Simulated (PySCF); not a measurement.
**Bond length, frequency and bond energy of CoH by level of theory**

State: triplet, unpaired electrons π ↑, δ ↑, a mixture of terms (⟨Lz²⟩ = 4.4). Set-up: PySCF, no relativity, basis sets Co def2-TZVPP, H def2-TZVPP. De refers to Co (3d7 4s2) + H in their high-spin ground configurations, without counterpoise correction. The functionals are run spin-unrestricted. A positive dipole means Co(−)H(+).

```json
{"Level": "ROHF", "Re (Å)": "1.626", "ωe (cm⁻¹)": "1557", "De (eV)": "n/a", "μ (D)": "-4.57", "CPU s a point (SCF and correlation, without the integrals)": "0.66"}
{"Level": "ROHF-MP2", "Re (Å)": "1.479", "ωe (cm⁻¹)": "1968", "De (eV)": "n/a", "μ (D)": "n/a", "CPU s a point (SCF and correlation, without the integrals)": "1.2"}
{"Level": "ROHF-SCS-MP2", "Re (Å)": "1.498", "ωe (cm⁻¹)": "1880", "De (eV)": "n/a", "μ (D)": "n/a", "CPU s a point (SCF and correlation, without the integrals)": "n/a"}
{"Level": "ROHF-CCSD", "Re (Å)": "1.527", "ωe (cm⁻¹)": "1788", "De (eV)": "2.06", "μ (D)": "n/a", "CPU s a point (SCF and correlation, without the integrals)": "n/a"}
{"Level": "ROHF-CCSD(T)", "Re (Å)": "1.509", "ωe (cm⁻¹)": "1849", "De (eV)": "2.25", "μ (D)": "n/a", "CPU s a point (SCF and correlation, without the integrals)": "91"}
{"Level": "PBE", "Re (Å)": "1.522", "ωe (cm⁻¹)": "1844", "De (eV)": "n/a", "μ (D)": "-2.37", "CPU s a point (SCF and correlation, without the integrals)": "1.2"}
{"Level": "r²SCAN", "Re (Å)": "1.517", "ωe (cm⁻¹)": "1878", "De (eV)": "n/a", "μ (D)": "-2.71", "CPU s a point (SCF and correlation, without the integrals)": "1.8"}
{"Level": "B3LYP", "Re (Å)": "1.528", "ωe (cm⁻¹)": "1815", "De (eV)": "n/a", "μ (D)": "-2.71", "CPU s a point (SCF and correlation, without the integrals)": "1.8"}
{"Level": "PBE0", "Re (Å)": "1.531", "ωe (cm⁻¹)": "1811", "De (eV)": "n/a", "μ (D)": "-2.93", "CPU s a point (SCF and correlation, without the integrals)": "2.1"}
{"Level": "M06", "Re (Å)": "1.536", "ωe (cm⁻¹)": "1833", "De (eV)": "n/a", "μ (D)": "-2.73", "CPU s a point (SCF and correlation, without the integrals)": "2.3"}
{"Level": "CAM-B3LYP", "Re (Å)": "1.525", "ωe (cm⁻¹)": "1843", "De (eV)": "n/a", "μ (D)": "-2.98", "CPU s a point (SCF and correlation, without the integrals)": "2.9"}
{"Level": "B2PLYP", "Re (Å)": "1.521", "ωe (cm⁻¹)": "1871", "De (eV)": "n/a", "μ (D)": "-3.30", "CPU s a point (SCF and correlation, without the integrals)": "1.9"}
```

Q: What does a quarter of exact exchange do here, going from PBE to PBE0?

A: PBE0 less PBE: +0.9 pm in Re, -1.8 % in ωe. Exact exchange removes part of the self-interaction that spreads semilocal densities, and in most molecules shortens and stiffens the bond and lowers De; here Re and ωe go the other way.

Q: What does the step from GGA to meta-GGA do here, going from PBE to r²SCAN?

A: r²SCAN less PBE: -0.5 pm in Re, +1.8 % in ωe. 

Q: What does second-order correlation do here, going from ROHF to ROHF-MP2?

A: ROHF-MP2 less ROHF: -14.7 pm in Re, +26.4 % in ωe. Correlation nearly always deepens the well. The bond shortens, as in weak, metallic or heavy-atom bonds, where dispersion and the correlation of outer-core electrons pull the atoms together.

Correlated steps freeze 5 core orbitals. De is left out where the level can put another filling of the metal’s s and d shells below the measured ground configuration, by anything from nothing to about 1 eV. B2PLYP dipoles, levels and charges come from its SCF part alone. The CCSD T1 diagnostic is raised, a sign that a single reference may not be enough here. UHF is strongly spin-contaminated for CoH, so the ROHF reference used there is far from stable. The state is the lowest single determinant that the PBE0 search found; with open d or f shells the true ground state can be another one.

The whole job (state search and all levels along the bond) took about 19 min on 1 thread of Arm Neoverse V2 (shared host), peak memory 2.1 GiB.
